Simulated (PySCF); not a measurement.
A structure optimised at PBE-D3(BJ)/def2-SVP, used in a PySCF frequency run:

```xyz
9

Sn     0.2458    -0.1167     0.3975
Cl    -0.6094     2.0541    -0.0439
Cl     1.7285    -0.6685    -1.3699
C     -1.4596    -1.4058     0.2998
C     -2.6768    -0.9009     0.0392
H      1.2070    -0.0174     1.8250
H     -1.2985    -2.4872     0.4511
H     -3.5661    -1.5527    -0.0257
H     -2.8368     0.1790    -0.1239
```

Problem. Write its SMILES and formula.

Solution. C=[CH][SnH]([Cl])[Cl], C₂H₄Cl₂Sn

Problem. What are its rotational constants (standard atomic weights)?

Solution. 1.9473, 1.3972, 1.0116 GHz
